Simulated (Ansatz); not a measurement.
Stepwise reaction of `OB(Br)Br` with hydrogen fluoride, as a gas-phase model of exchange steps in deposition or etching. ΔE in kJ/mol; ΔG adds harmonic PBE0-D4 terms to CCSD(T)/CBS, at 1 bar.

Gas-phase electronic energies from Ansatz, PBE0-D4/def2-TZVP geometries. CCSD(T)/CBS is the MP2 limit (def2-TZVPP, def2-QZVPP) plus CCSD(T) − MP2 in def2-TZVPP, frozen cores. This one scheme is used for every species. DFT in def2-TZVPP. B3LYP here is the variant with VWN-RPA as its local correlation; programs differ in this. For Br outer-core shells are correlated without core-valence functions, which leaves a few kJ/mol of doubt a bond. Scalar relativity is left out up to krypton. Each species was taken in one conformer, which may not be the lowest.

| step | reaction | PBE-D4 | B3LYP-D4 | ωB97M-V | CCSD(T)/CBS | ΔG(600 K) |
| --- | --- | --- | --- | --- | --- | --- |
| 1 | `OB(Br)Br` + H–F → `OB(F)Br` + HBr | -63.9 | -74.5 | -73.8 | -62.4 | -67.3 |
| 2 | `OB(F)Br` + H–F → `OB(F)F` + HBr | -61.8 | -73.5 | -71.6 | -64.9 | -69.7 |

Question: By hand: ΔE of the 2 steps together at CCSD(T)/CBS.

Answer: (-62.4) + (-64.9) = -127.3 kJ/mol, or -63.7 kJ/mol a step.

In ΔE the steps differ by no more than 2.5 kJ/mol. All are downhill at CCSD(T)/CBS. ΔG lies between -69.7 and -67.3 kJ/mol a step. PBE-D4 differs from CCSD(T)/CBS by -1.5 to 3.1 kJ/mol a step. Isolated molecules leave out the surface, adducts and barriers. Largest T1 diagnostic: 0.012.
